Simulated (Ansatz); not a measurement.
Diatomic ZrTe, multiplicity 3 (an upper state: multiplicity 1 came lower at CCSD(T)/def2-TZVPP on PBE0 minima). No spin–orbit coupling.

The constants come from a fifth-degree fit in 1/R (seven points, main isotopes). Runs in def2 and cc sets follow the lowest solution found near the PBE0 minimum.

The values were computed with Ansatz (Gaussian basis) for Hartree–Fock, density functionals and correlated methods.  In def2 rows elements past Kr take small-core potentials, without spin–orbit coupling.

```csv
level,r_e (Å),ω_e (cm⁻¹),ω_e x_e (cm⁻¹),B_e (cm⁻¹),dipole (D)
PBE/def2-TZVPP,2.551,281,0.52,0.0487,4.91
PBE0/def2-TZVPP,2.533,294,0.50,0.0494,5.80
wB97X-V/def2-TZVPP,2.521,307,0.45,0.0499,6.83
```

Ansatz is an electronic-structure program.
